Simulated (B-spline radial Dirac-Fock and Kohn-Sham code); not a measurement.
Kohn-Sham estimates against Dirac-Fock for the levels of Pm⁴⁺

System: promethium as Pm⁴⁺ in the configuration [Xe] 4f3.

The density-functional columns are spherical, spin-unpolarised Dirac-Kohn-Sham results without Breit or QED terms: −ε is minus the orbital energy of the initial state and ΔSCF the difference of two total energies. The reference in the last column comes from multi-electron Dirac-Fock with separately optimised hole states, Breit and Lamb-shift corrections added in first order. All numbers are from an atomic code on a B-spline grid, in eV; a selection of levels is shown. The Kohn-Sham columns are given as differences from the reference. For the 1s level of heavy atoms much of the gap between ΔSCF and the reference is the Breit and QED part, -184.2 eV here; for other levels the error of the functional can be larger.

| level | PBE −ε − DF | PBE ΔSCF − DF | LDA −ε − DF | LDA ΔSCF − DF | Dirac-Fock |
| --- | --- | --- | --- | --- | --- |
| K (1s) | -217.7 | +216.7 | -261.8 | +171.3 | 45243.0 |
| L1 (2s) | -134.1 | -53.6 | -139.9 | -59.1 | 7495.3 |
| L2 (2p1/2) | -101.6 | -0.5 | -104.0 | -2.7 | 7075.3 |
| L3 (2p3/2) | -108.3 | -16.2 | -110.0 | -17.7 | 6521.9 |
| M1 (3s) | -69.6 | -42.4 | -71.2 | -43.9 | 1717.4 |
| M2 (3p1/2) | -56.4 | -27.8 | -57.0 | -28.3 | 1538.1 |
| M3 (3p3/2) | -55.7 | -28.6 | -56.1 | -28.9 | 1424.8 |
| M4 (3d3/2) | -36.5 | -5.4 | -36.2 | -5.2 | 1116.7 |
| M5 (3d5/2) | -37.0 | -6.5 | -36.8 | -6.2 | 1092.8 |
| N1 (4s) | -33.5 | -20.2 | -34.2 | -20.9 | 403.0 |
| N2 (4p1/2) | -26.7 | -13.7 | -27.0 | -13.9 | 332.8 |
| N3 (4p3/2) | -26.6 | -13.9 | -27.0 | -14.3 | 307.8 |
| N4 (4d3/2) | -13.7 | -1.5 | -13.6 | -1.4 | 190.4 |
| N5 (4d5/2) | -13.7 | -1.6 | -13.7 | -1.6 | 185.9 |
| N6,7 (4f) | -7.7 | +2.8 | -7.4 | +3.2 | 58.55 |
| O1 (5s) | -10.3 | -2.7 | -10.1 | -2.5 | 95.31 |
| O2 (5p1/2) | -5.8 | +1.3 | -5.5 | +1.6 | 72.33 |
| O3 (5p3/2) | -5.7 | +1.1 | -5.5 | +1.3 | 68.20 |

Values without a named source are computed, but for edge energies of neutral atoms, which are taken from tables.
